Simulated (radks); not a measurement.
The numbers below are computed, except where a source is named.
How relativity changes the ionisation of neutral lutetium ([Xe] 4f14 5d1 6s2) to Lu+ ([Xe] 4f14 6s2). Spin-unpolarised spherical Kohn-Sham, BLYP, point nucleus unless stated (finite: rms radius 5.37 fm), a radial shooting solver on a logarithmic mesh with Libxc functionals. A level marked "c x" has the speed of light scaled by that factor and shares open shells by 2j + 1; other Dirac levels either fill j = l - 1/2 first or share by 2j + 1.

level,E(Lu) (hartree),E(Lu+) (hartree),IE (eV),HOMO,<r> HOMO (bohr)
non-rel.,-13856.3720,-13856.1421,6.256,5d,2.666
scalar-rel.,-14564.2478,-14564.0586,5.149,5d,2.937
"scalar-rel., finite nucleus",-14562.3728,-14562.1835,5.151,5d,2.937
"Dirac, 2j+1 shares",-14582.0007,-14581.8113,5.153,5d5/2,3.016
"Dirac, low j first",-14582.0076,-14581.8113,5.341,5d3/2,2.858
"Dirac, 2j+1 shares, finite nucleus",-14580.1104,-14579.9210,5.154,5d5/2,3.015
"Dirac, c x 2",-14019.2343,-14019.0147,5.976,5d5/2,2.739
"Dirac, c x 10",-13862.6893,-13862.4598,6.244,5d5/2,2.668
"Dirac, c x 100",-13856.4351,-13856.2052,6.256,5d5/2,2.666

NIST Atomic Spectra Database: 5.426 eV (measured). The relativistic part of the total energy of Lu is -723.7 hartree (Dirac, 2j+1 shares, finite nucleus), 5.2 % of the non-relativistic value. Spin polarisation and multiplet splitting of open shells are left out at every level.

Beside tabulated values, note that relativity, absent from the non-relativistic runs, is large for the heavy elements, and spin-unpolarised runs miss the spin-polarisation part of the exchange energy of open shells.
